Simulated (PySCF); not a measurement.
# Bonding in `COC1=C[C@H](C#N)[SiH2]C1`

Compound: C₆H₉NOSi.
SMILES with atom numbers: `[CH3:1][O:2][C:3]1=[CH:4][C@H:5]([C:6]#[N:7])[SiH2:8][CH2:9]1` (hydrogens: H10, H11, H12 on C1; H13 on C4; H14 on C5; H15, H16 on Si8; H17, H18 on C9)

Cartesian coordinates in Å at the GFN2-xTB level; atoms count from 1:
```
atom  x, y, z in Å
C1     2.8739   -0.1083    0.0131
O2     1.8729   -0.0718   -0.9744
C3     0.5814    0.0554   -0.5655
C4     0.1319    0.1773    0.6795
C5    -1.3564    0.3121    0.8900
C6    -1.8325   -0.7596    1.7099
N7    -2.1995   -1.6351    2.3506
Si8   -2.1049    0.2563   -0.8869
C9    -0.3985    0.0685   -1.7078
H10    3.8169   -0.2170   -0.5201
H11    2.8891    0.8175    0.5976
H12    2.7351   -0.9583    0.6890
H13    0.7615    0.1676    1.5547
H14   -1.5887    1.2485    1.4101
H15   -2.9814   -0.8947   -1.0885
H16   -2.7739    1.5210   -1.1995
H17   -0.1440    0.8802   -2.3899
H18   -0.2917   -0.8534   -2.2802
```

Bond orders from the PBE0/pcSseg-1 density (PySCF). Isolated species at its GFN2-xTB geometry (one conformer only).

How far do the computed orders between heavy atoms stray from the drawn ones?

The largest departure is 0.248, at C3–C4 (drawn double, 1.752). Drawn single, order below 0.88: C5–Si8 (0.791).

Set the Mayer orders of the bonds between heavy atoms beside their lengths.

```csv
bond,drawn as,length (Å),Mayer order
C1–O2,single,1.407,0.903
O2–C3,single,1.361,1.054
C3–C4,double,1.329,1.752
C4–C5,single,1.509,1.004
C5–C6,single,1.431,0.989
C6–N7,triple,1.145,3.056
C5–Si8,single,1.929,0.791
Si8–C9,single,1.903,0.906
C9–C3,single,1.505,1.052
```

Bonds between the same two heavy elements. C–O: lowest C1–O2 (0.903, 1.407 Å), highest O2–C3 (1.054, 1.361 Å). C–C: lowest C5–C6 (0.989, 1.431 Å), highest C3–C4 (1.752, 1.329 Å); in 1 of the 6 pairs the longer bond (by over 0.003 Å) has the higher order (by 0.02 or more). C–Si: lowest C5–Si8 (0.791, 1.929 Å), highest Si8–C9 (0.906, 1.903 Å).

And the bonds to hydrogen?

C–H: 0.91 to 0.97 (7 bonds); H–Si: 0.96 (2 bonds).

Sum the orders of all bonds at each heavy atom with more than one neighbour and set the sums beside the valence in the SMILES.

C1 3.783 (drawn 4), O2 1.957 (drawn 2), C3 3.858 (drawn 4), C4 3.700 (drawn 4), C5 3.691 (drawn 4), C6 4.045 (drawn 4), Si8 3.614 (drawn 4), C9 3.809 (drawn 4). Orders between atoms that aren't bonded are not in these sums.

The Mayer order sums products of elements of PS (density times overlap matrix) between the two atoms' basis functions, so it depends on the basis set.
